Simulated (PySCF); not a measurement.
# Stretching SbH⁺

Set-up: Sb def2-TZVPPD with ECP28, H def2-TZVPPD; scalar-relativistic core potentials (PySCF 2.14). Energies in eV from Sb⁺ + H in their ground configurations at the same level. All curves are PBE0. state 1: ²Π (doublet), unpaired electrons π ↑; state 2: ⁴Σ⁻ (quartet), unpaired electrons σ ↑, π ↑↑, a second solution, started from another occupation.

```csv
R (Å),state 1,state 2
1.473,-2.128,-0.1132
1.542,-2.447,-0.4342
1.610,-2.631,-0.6434
1.662,-2.698,-0.7461
1.713,-2.719,-0.8143
1.764,-2.700,-0.8561
1.833,-2.629,-0.8823
1.919,-2.482,-0.8832
2.021,-2.250,-0.8565
2.158,-1.886,-0.7966
```

Task: Put a parabola through the three lowest points of the state 1 curve and estimate Re, k and ωe (reduced mass 0.9995 u; 1 eV/Å² = 0.16022 mdyn/Å; ωe = 1302.8·√(k/μ) cm⁻¹).

Result: Through R = 1.662, 1.713, 1.764 Å the second-order coefficient is 7.69 eV/Å², so Re ≈ 1.714 Å, k ≈ 2.46 mdyn/Å and ωe ≈ 2045 cm⁻¹. A polynomial fit of higher order to the unrounded PBE0 energies gives Re = 1.713 Å, k = 2.34 mdyn/Å, ωe = 1992 cm⁻¹; anharmonicity and rounding make the difference.

The higher-order fit for each curve: state 1: Re = 1.713 Å, ωe = 1992 cm⁻¹, De = 2.72 eV; state 2: Re = 1.877 Å, ωe = 1012 cm⁻¹, minimum 0.89 eV below the ground-state fragments.

These are scalar-relativistic numbers at best; spin–orbit coupling would shift them, the dissociation energy most. For an ion De counts to the pair picked by the measured ionisation energies or electron affinities, which need not be the lowest pair at this level. The state is the lowest determinant that a PBE0 search found; another state may lie lower at other levels.
